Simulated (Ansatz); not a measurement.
`BS[SiH3]` + `C[SiH](O)Br` → `BO[SiH](C)Br` + `[SiH3]S`  (ligand exchange at a B–S bond)

Isolated molecules relaxed with PBE0-D4/def2-TZVP in Ansatz; ΔE leaves out vibrations. CCSD(T)/CBS adds triple-zeta CCSD(T) − MP2 to the extrapolated MP2 energy (def2 sets, frozen cores). DFT in def2-TZVPP. B3LYP here is the variant with VWN-RPA as its local correlation; programs differ in this. For Br outer-core shells are correlated without core-valence functions, which leaves a few kJ/mol of doubt a bond. Scalar relativity is left out up to krypton. One conformer a species, not always the lowest.

`BS[SiH3]`:

Cartesian coordinates in Å:
```
B -0.664 1.356 0.795
S -1.103 -0.362 0.728
Si 0.455 -1.078 -0.578
H 0.279 1.781 0.198
H -1.354 2.064 1.462
H 1.781 -0.829 0.035
H 0.366 -0.395 -1.891
H 0.241 -2.536 -0.749
```

`C[SiH](O)Br`:

Z-matrix (Å, degrees):
```
C
Si 1 1.852
H 1 1.092 2 110.4
H 1 1.093 2 110.0 3 119.8
H 1 1.092 2 111.1 3 -119.9
O 2 1.637 1 113.4 3 -177.9
Br 2 2.235 1 107.6 3 60.6
H 2 1.477 1 112.8 3 -57.9
H 6 0.958 2 118.4 1 -69.2
```

`BO[SiH](C)Br`:

Z-matrix (Å, degrees):
```
Si
O 1 1.644
Br 1 2.223 2 110.5
C 1 1.846 2 109.0 3 -120.6
H 1 1.478 2 107.2 3 116.3
B 2 1.348 1 139.7 3 -2.6
H 4 1.092 1 110.4 2 -177.7
H 4 1.093 1 110.0 2 -57.8
H 4 1.092 1 110.7 2 62.2
H 6 1.199 2 117.4 1 -179.6
H 6 1.200 2 120.3 1 0.5
```

`[SiH3]S`:

Z-matrix (Å, degrees):
```
Si
S 1 2.137
H 1 1.485 2 111.6
H 1 1.485 2 111.6 3 -122.0
H 1 1.482 2 104.8 3 119.0
H 2 1.344 1 94.7 3 60.9
```

Q: Is it downhill or uphill in electronic energy at CCSD(T)/CBS, and by how much? (An estimate is asked.)

A: The calculation gave: Downhill: ΔE = -42.8 kJ/mol.

Q: What do these levels give: r2SCAN-D4, PBE0-D4, B3LYP-D4, PBE0, B3LYP, HF/def2-TZVPP, MP2/def2-TZVPP, SCS-MP2/def2-TZVPP, CCSD(T)/def2-TZVPP, HF/def2-QZVPP, SCS-MP2/def2-QZVPP, CCSD/CBS(def2)? (Estimate.)

A: The calculation gave: r2SCAN-D4 -39.3, PBE0-D4 -37.5, B3LYP-D4 -48.0, PBE0 -37.3, B3LYP -47.9, HF/def2-TZVPP -60.5, MP2/def2-TZVPP -40.8, SCS-MP2/def2-TZVPP -46.0, CCSD(T)/def2-TZVPP -44.0, HF/def2-QZVPP -62.0, SCS-MP2/def2-QZVPP -45.8, CCSD/CBS(def2) -46.2 kJ/mol.

Largest T1 diagnostic among the species: 0.014.

In def2-TZVPP, CCSD(T) changes the Hartree–Fock value by +16.5 kJ/mol (the triples alone add +3.4 kJ/mol) and MP2 by +19.7 kJ/mol. From PBE to PBE0 (25 % exact exchange), in def2-TZVPP and without D4, ΔE moves by −3.4 kJ/mol.
